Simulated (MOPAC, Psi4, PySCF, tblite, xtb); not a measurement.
Dimer H2 ··· HF (SMILES [H][H] and F) at R = 2.89 Å between the centres of mass, closest contact 2.64 Å (a random orientation, not optimised). Geometry in Å and degrees:

```
F
H 1 0.9245
H 1 2.6352 2 88.21
H 3 0.7438 1 131.41 2 -67.27
```

Computed with: GFN2-xTB (tblite); SAPT0/jun-cc-pVDZ, frozen core (Psi4); BLYP/def2-TZVP, counterpoise-corrected (Psi4); BLYP-D3(BJ)/def2-TZVP, counterpoise-corrected (Psi4); PBE/def2-TZVP, counterpoise-corrected (Psi4); PBE-D3(BJ)/def2-TZVP, counterpoise-corrected (Psi4); wB97X-V/def2-TZVP, counterpoise-corrected (Psi4); HF/aug-cc-pVTZ, counterpoise-corrected (Psi4); MP2/aug-cc-pVTZ = Psi4 with DF-MP2/aug-cc-pVTZ, frozen core, counterpoise-corrected; SCS-MP2/aug-cc-pVTZ = DF-SCS-MP2/aug-cc-pVTZ, frozen core, counterpoise-corrected (Psi4); MP2/aug-cc-pVDZ = DF-MP2/aug-cc-pVDZ, frozen core, counterpoise-corrected in Psi4; CCSD/aug-cc-pVDZ = DF-CCSD/aug-cc-pVDZ, frozen core, counterpoise-corrected run with Psi4; CCSD(T)/aug-cc-pVDZ = Psi4 with DF-CCSD(T)/aug-cc-pVDZ, frozen core, counterpoise-corrected; AM1, restricted, heats of formation (MOPAC); PM6, restricted, heats of formation (MOPAC); GFN1-xTB (xtb); RKS-B3LYP/6-31G* = restricted B3LYP/6-31G*, spherical d, no counterpoise correction run with PySCF 2.14.0; RMP2/6-31G* = restricted MP2 (frozen core)/6-31G*, spherical d, no counterpoise correction in PySCF; RMP2/3-21G = restricted MP2 (frozen core)/3-21G, no counterpoise correction (PySCF 2.14.0); RHF/3-21G = restricted Hartree-Fock/3-21G, no counterpoise correction in PySCF.

Question: What interaction energy does each level give?

Answer: 
```tsv
method	E_int / kJ/mol
RMP2/3-21G	-6.30
RHF/3-21G	-4.70
RKS-B3LYP/6-31G*	-4.54
RMP2/6-31G*	-2.87
AM1	-1.88
PBE-D3(BJ)/def2-TZVP	-1.30
PBE/def2-TZVP	-0.64
wB97X-V/def2-TZVP	-0.63
GFN1-xTB	-0.59
MP2/aug-cc-pVTZ	-0.26
GFN2-xTB	-0.10
CCSD(T)/aug-cc-pVDZ	0.06
SCS-MP2/aug-cc-pVTZ	0.10
BLYP-D3(BJ)/def2-TZVP	0.15
CCSD/aug-cc-pVDZ	0.21
MP2/aug-cc-pVDZ	0.23
SAPT0/jun-cc-pVDZ	0.64
HF/aug-cc-pVTZ	1.12
BLYP/def2-TZVP	1.36
PM6	1.37
```
